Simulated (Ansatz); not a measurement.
# Molecular dynamics of C₃H₁₀OSi

Input file:

```yaml
crystal:
  periodic: [false, false, false]
  atoms:
    - { symbol: Si, position_ang: [-0.059127, -0.010621, -0.012134] }
    - { symbol: C, position_ang: [0.039665, -0.097758, 1.885175] }
    - { symbol: H, position_ang: [-0.968306, -0.13948, 2.313919] }
    - { symbol: H, position_ang: [0.584154, -0.987536, 2.219718] }
    - { symbol: H, position_ang: [0.546416, 0.785927, 2.285724] }
    - { symbol: O, position_ang: [1.529327, 0.175874, -0.694621] }
    - { symbol: H, position_ang: [2.23576, -0.47133, -0.561432] }
    - { symbol: C, position_ang: [-0.97523, 1.539333, -0.583206] }
    - { symbol: H, position_ang: [-2.011978, 1.537296, -0.228992] }
    - { symbol: H, position_ang: [-0.477445, 2.435946, -0.201373] }
    - { symbol: H, position_ang: [-0.980005, 1.592934, -1.676299] }
    - { symbol: C, position_ang: [-0.887271, -1.588077, -0.677239] }
    - { symbol: H, position_ang: [-1.912883, -1.665014, -0.297236] }
    - { symbol: H, position_ang: [-0.926844, -1.571031, -1.771294] }
    - { symbol: H, position_ang: [-0.345434, -2.488664, -0.367211] }
basis:
  gaussian: { orbitals: "6-31G" }
hamiltonian:
  xc: pbe0
  dispersion: d4
md:
  timestep: 0.5
  n_steps: 259
  ensemble: nvt_langevin
  temperature: 100.0
  initial_velocities: maxwell_boltzmann
  seed: 137115
  friction: 0.005
```

Run as:

```bash
$ ansatz run input.yaml --threads 1 --pin off --max-ram 2048MiB --backend cpu --events-out ev --progress --plain --runs-dir out
```

It starts from a relaxed structure.

Output, in part (one step line in 9, the closing report, with atoms numbered from 0):

```
md step     0: t =     0.00 fs  T =    93.3 K  F+E_penalty+E_count = -13188.82189081 eV  E_kin = 0.180964 eV  (25 SCF iters)
md step     9: t =     4.50 fs  T =    69.1 K  F+E_penalty+E_count = -13188.77951352 eV  E_kin = 0.134022 eV  (23 SCF iters)
md step    18: t =     9.00 fs  T =    55.6 K  F+E_penalty+E_count = -13188.74050245 eV  E_kin = 0.107825 eV  (22 SCF iters)
md step    27: t =    13.50 fs  T =    53.3 K  F+E_penalty+E_count = -13188.73388889 eV  E_kin = 0.103276 eV  (23 SCF iters)
md step    36: t =    18.00 fs  T =    51.7 K  F+E_penalty+E_count = -13188.72970332 eV  E_kin = 0.100177 eV  (22 SCF iters)
md step    45: t =    22.50 fs  T =    72.0 K  F+E_penalty+E_count = -13188.74842440 eV  E_kin = 0.139640 eV  (24 SCF iters)
md step    54: t =    27.00 fs  T =    61.8 K  F+E_penalty+E_count = -13188.72068982 eV  E_kin = 0.119831 eV  (23 SCF iters)
md step    63: t =    31.50 fs  T =    68.5 K  F+E_penalty+E_count = -13188.72450968 eV  E_kin = 0.132830 eV  (23 SCF iters)
md step    72: t =    36.00 fs  T =    66.3 K  F+E_penalty+E_count = -13188.71552810 eV  E_kin = 0.128624 eV  (23 SCF iters)
md step    81: t =    40.50 fs  T =    52.1 K  F+E_penalty+E_count = -13188.67448752 eV  E_kin = 0.100995 eV  (23 SCF iters)
md step    90: t =    45.00 fs  T =    60.0 K  F+E_penalty+E_count = -13188.68350392 eV  E_kin = 0.116293 eV  (23 SCF iters)
md step    99: t =    49.50 fs  T =    64.3 K  F+E_penalty+E_count = -13188.69254445 eV  E_kin = 0.124711 eV  (23 SCF iters)
md step   108: t =    54.00 fs  T =    62.6 K  F+E_penalty+E_count = -13188.68854544 eV  E_kin = 0.121470 eV  (23 SCF iters)
md step   117: t =    58.50 fs  T =    58.5 K  F+E_penalty+E_count = -13188.67909784 eV  E_kin = 0.113359 eV  (23 SCF iters)
md step   126: t =    63.00 fs  T =    63.7 K  F+E_penalty+E_count = -13188.68034888 eV  E_kin = 0.123484 eV  (23 SCF iters)
md step   135: t =    67.50 fs  T =    84.6 K  F+E_penalty+E_count = -13188.70634896 eV  E_kin = 0.164031 eV  (24 SCF iters)
md step   144: t =    72.00 fs  T =    80.3 K  F+E_penalty+E_count = -13188.69496552 eV  E_kin = 0.155643 eV  (23 SCF iters)
md step   153: t =    76.50 fs  T =    69.8 K  F+E_penalty+E_count = -13188.67951060 eV  E_kin = 0.135300 eV  (23 SCF iters)
md step   162: t =    81.00 fs  T =    60.9 K  F+E_penalty+E_count = -13188.66654392 eV  E_kin = 0.118132 eV  (27 SCF iters)
md step   171: t =    85.50 fs  T =    68.6 K  F+E_penalty+E_count = -13188.69382707 eV  E_kin = 0.133056 eV  (22 SCF iters)
md step   180: t =    90.00 fs  T =    63.0 K  F+E_penalty+E_count = -13188.68453792 eV  E_kin = 0.122207 eV  (23 SCF iters)
md step   189: t =    94.50 fs  T =    59.9 K  F+E_penalty+E_count = -13188.66213274 eV  E_kin = 0.116171 eV  (23 SCF iters)
md step   198: t =    99.00 fs  T =    81.5 K  F+E_penalty+E_count = -13188.69141716 eV  E_kin = 0.157978 eV  (23 SCF iters)
md step   207: t =   103.50 fs  T =    68.3 K  F+E_penalty+E_count = -13188.66221122 eV  E_kin = 0.132347 eV  (23 SCF iters)
md step   216: t =   108.00 fs  T =    65.2 K  F+E_penalty+E_count = -13188.65350492 eV  E_kin = 0.126419 eV  (23 SCF iters)
md step   225: t =   112.50 fs  T =    87.3 K  F+E_penalty+E_count = -13188.68109401 eV  E_kin = 0.169204 eV  (23 SCF iters)
md step   234: t =   117.00 fs  T =    85.2 K  F+E_penalty+E_count = -13188.67084821 eV  E_kin = 0.165186 eV  (28 SCF iters)
md step   243: t =   121.50 fs  T =    96.7 K  F+E_penalty+E_count = -13188.69828922 eV  E_kin = 0.187512 eV  (23 SCF iters)
md step   252: t =   126.00 fs  T =    90.8 K  F+E_penalty+E_count = -13188.68157528 eV  E_kin = 0.176006 eV  (24 SCF iters)
md step   259: t =   129.50 fs  T =    82.4 K  F+E_penalty+E_count = -13188.67615356 eV  E_kin = 0.159767 eV  (26 SCF iters)
Total energy: -13188.67617499 eV, -484.6749098250 hartree
Atom 0 at    -0.141406    -0.222447    -0.082535 Å, force     0.192099     0.953211     0.214504 eV/Å
Atom 1 at     0.033951    -0.448304     1.790226 Å, force    -0.704457     0.168322    -0.008594 eV/Å
Atom 2 at    -0.953771    -0.660353     2.218115 Å, force     0.069321    -0.222854     0.110180 eV/Å
Atom 3 at     0.729581    -1.246484     2.049744 Å, force     0.029394    -0.078823     0.069322 eV/Å
Atom 4 at     0.357354     0.489210     2.238443 Å, force     0.282832     0.134345     0.090532 eV/Å
Atom 5 at     1.439658     0.082033    -0.677751 Å, force     0.667847     0.089086    -0.415395 eV/Å
Atom 6 at     2.230356    -0.452034    -0.509175 Å, force    -0.246593     0.052785    -0.010957 eV/Å
Atom 7 at    -1.096190     1.398798    -0.508263 Å, force    -0.386861    -0.981346     0.364813 eV/Å
Atom 8 at    -1.926339     1.572676     0.169381 Å, force    -0.450972    -0.316236     0.300024 eV/Å
Atom 9 at    -0.500699     2.275643    -0.392203 Å, force     1.035295     0.588452    -0.044473 eV/Å
Atom 10 at    -1.502948     1.391934    -1.510032 Å, force    -0.037174    -0.105470    -0.487873 eV/Å
Atom 11 at    -0.881168    -1.768259    -0.841934 Å, force    -0.232760    -0.257652    -0.499665 eV/Å
Atom 12 at    -1.915475    -1.834655    -0.481219 Å, force    -0.000699    -0.271656    -0.085825 eV/Å
Atom 13 at    -0.899825    -1.715745    -1.946432 Å, force    -0.015365     0.010085     0.389733 eV/Å
Atom 14 at    -0.328010    -2.678142    -0.556367 Å, force    -0.201906     0.237751     0.013674 eV/Å
Dipole moment:    -0.124521    -0.292688     0.209328 e Å
```

The run went to its last step. The mean temperature of the second half is 25 % below the set value. A run of 0.13 ps of so small a system gives no equilibrium averages. Limits of this set-up: no polarisation functions.

The same pairs are bonded in the first frame and the last. Pairs count as bonded within 1.25 times the sum of covalent radii (0.12 Å more for H–H).

Last frame:

```xyz
15
Properties=species:S:1:pos:R:3
Si -0.141 -0.222 -0.083
C 0.034 -0.448 1.790
H -0.954 -0.660 2.218
H 0.730 -1.246 2.050
H 0.357 0.489 2.238
O 1.440 0.082 -0.678
H 2.230 -0.452 -0.509
C -1.096 1.399 -0.508
H -1.926 1.573 0.169
H -0.501 2.276 -0.392
H -1.503 1.392 -1.510
C -0.881 -1.768 -0.842
H -1.915 -1.835 -0.481
H -0.900 -1.716 -1.946
H -0.328 -2.678 -0.556
```

Time of the run: 28 min on 1 thread of Intel(R) Xeon(R) Platinum 8259CL CPU @ 2.50GHz (Skylake/Cascade Lake) (shared host), peak memory 0.18 GiB.
